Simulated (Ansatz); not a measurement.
The cation of C3H9Cl2GaOSi, SMILES `C[Si](C)(C)[O][Ga]([Cl])[Cl]` at the neutral geometry.

```yaml
crystal:
  periodic: [false, false, false]
  atoms:
    - {symbol: C, position_ang: [0.690151, 1.510530, -1.460513]}
    - {symbol: Si, position_ang: [0.106718, 0.166039, -0.311354]}
    - {symbol: C, position_ang: [1.348849, -1.225224, -0.221927]}
    - {symbol: C, position_ang: [-1.558748, -0.491947, -0.840156]}
    - {symbol: O, position_ang: [-0.035241, 0.865657, 1.187994]}
    - {symbol: Ga, position_ang: [-0.510565, 0.307511, 2.773547]}
    - {symbol: Cl, position_ang: [-0.508449, 1.652138, 4.402876]}
    - {symbol: Cl, position_ang: [-1.093673, -1.710993, 3.091737]}
    - {symbol: H, position_ang: [0.810904, 1.130901, -2.478927]}
    - {symbol: H, position_ang: [-0.025826, 2.335556, -1.490099]}
    - {symbol: H, position_ang: [1.652307, 1.912231, -1.133321]}
    - {symbol: H, position_ang: [1.016832, -2.006846, 0.467252]}
    - {symbol: H, position_ang: [1.489801, -1.687770, -1.202877]}
    - {symbol: H, position_ang: [2.322717, -0.862755, 0.117948]}
    - {symbol: H, position_ang: [-1.911806, -1.268313, -0.155530]}
    - {symbol: H, position_ang: [-2.306996, 0.304757, -0.866502]}
    - {symbol: H, position_ang: [-1.505977, -0.932075, -1.839950]}
basis:
  gaussian: {orbitals: def2-TZVPP}
total_charge: 1
magnetization: {spin_polarized: true, initial_magnetization: 1}
hamiltonian: {xc: r2scan, dispersion: d4}
```

```sh
$ ansatz run in.yaml --threads 4 --pin off --events-out ev --progress --plain --max-ram 66560MiB --backend cuda --devices 0, --max-vram 37GiB
```

Shortened log:

```
Functional definition: r2SCAN
2466 factors; their error is unknown
mean field evaluation 1: about -90566.1984 eV, gradient 9.0e1 eV
mean field evaluation 2: about -90311.3624 eV, gradient 2.1e2 eV
mean field evaluation 4: about -90593.2154 eV, gradient 4.0e1 eV
mean field evaluation 8: about -90595.9758 eV, gradient 2.0e1 eV
mean field evaluation 16: about -90600.5369 eV, gradient 1.7e-1 eV
mean field evaluation 64: about -90600.4616 eV, gradient 2.7e-5 eV
mean field -90600.47343550 eV, -3329.5059875482 hartree, gradient 2.7e-6 eV, S^2 0.754113; 10 other end points of the search recorded, 0 dependent functions left out
reference -90600.47345410 eV, -3329.5059882315 hartree; 57, 56 occupied and 367, 368 virtual orbitals, 2466 factors
Total energy: -90600.60690375 eV, -3329.5108924159 hartree
```

Run time 42 s (4 threads of an AMD EPYC 7R13 on a shared host and a share of an NVIDIA H100 80 GB); peak host memory 1.2 GiB.
